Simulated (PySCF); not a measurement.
```xyz
4
charge 0 multiplicity 2, angstrom
Pt    0.0000    0.0056   -0.0092
H     0.0000    0.1929    1.4827
H     1.4567   -0.6164    0.1849
H    -1.4567   -0.6164    0.1849
```

Computed with PySCF, UPBE0, basis Pt def2-TZVP with ECP60, H def2-TZVP (scalar-relativistic core potentials, no spin–orbit coupling, density fitting).

This geometry of PtH₃ is a stationary point at this level.

(1) What is the point group?

(2) Is it a minimum?

(3) List the harmonic modes with their infrared intensities.

(4) Give the ideal-gas entropy at 298.15 K and 1 bar by parts.

Answers

(1) Cs.

(2) Yes: all harmonic wavenumbers are real.

(3) 
| symmetry | ω (cm⁻¹) | IR (km/mol) | type |
| --- | --- | --- | --- |
| a'' | 495 | 64.5 | bend |
| a' | 631 | 4.7 | bend |
| a' | 755 | 16.4 | bend |
| a'' | 1882 | 93.7 | stretch |
| a' | 2172 | 12.1 | stretch |
| a' | 2527 | 1.7 | stretch |

(4) translation 174.8, rotation 67.8, vibration 5.5, spin 5.8; total 253.9 J/(mol K).

Other isomers or separated fragments may lie lower. Other spin states or occupations of the open shell can lie lower. With an element this heavy the missing spin–orbit coupling can shift these numbers.
